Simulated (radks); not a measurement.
The numbers below are computed, except where a source is named.
Pb3+, configuration [Xe] 4f14 5d10 6s1. Code: a radial shooting solver on a logarithmic mesh with Libxc functionals. Model: scalar-relativistic Kohn-Sham, LDA (Slater exchange, Perdew-Wang correlation), spin-polarised, spherical densities, finite nucleus; open shells are filled with parallel spins first (spin-orbit coupling, left out, can overturn this in heavy ions); Fermi nuclear charge, rms radius 5.5012 fm.

Normalised radial functions P(r) = r R(r), r in bohr:

r,4f down,5d up,6s down
0.0009496,0.0000,0.0000,0.0357
0.001277,0.0000,0.0000,0.0439
0.001716,0.0000,0.0000,0.0532
0.002308,0.0000,0.0001,0.0635
0.003103,0.0000,0.0002,0.0741
0.004138,0.0000,0.0005,0.0834
0.005564,0.0000,0.0011,0.0898
0.00748,0.0001,0.0024,0.0895
0.01006,0.0002,0.0051,0.0782
0.01352,0.0005,0.0109,0.0510
0.01803,0.0015,0.0220,0.0067
0.02425,0.0042,0.0439,-0.0535
0.0326,0.0114,0.0829,-0.1126
0.04383,0.0297,0.1454,-0.1393
0.05892,0.0731,0.2301,-0.0968
0.07922,0.1667,0.3140,0.0245
0.1057,0.3393,0.3394,0.1593
0.1421,0.6277,0.2299,0.1859
0.191,1.0083,-0.0483,0.0134
0.2568,1.3691,-0.3780,-0.2295
0.3452,1.5316,-0.4963,-0.2402
0.4642,1.3849,-0.2122,0.0834
0.6191,1.0063,0.3425,0.4002
0.8323,0.5602,0.8447,0.3071
1.119,0.2297,0.9886,-0.2041
1.505,0.0655,0.7866,-0.6990
2.023,0.0119,0.4528,-0.8097
2.72,0.0012,0.1815,-0.5555
3.627,0.0001,0.0476,-0.2376
4.877,0.0000,0.0065,-0.0552
6.557,0.0000,0.0004,-0.0060

4f down: eigenvalue -162.15 eV, 0 radial nodes, <r> = 0.454 bohr, 90 % of the charge inside 0.720 bohr. 5d up: eigenvalue -49.846 eV, 2 radial nodes at r = 0.183, 0.523 bohr, <r> = 1.28 bohr, 90 % of the charge inside 1.93 bohr. 6s down (empty): eigenvalue -37.473 eV, 5 radial nodes at r = 0.0187, 0.0754, 0.194, 0.437, 1.01 bohr, <r> = 2.08 bohr, 90 % of the charge inside 2.98 bohr.
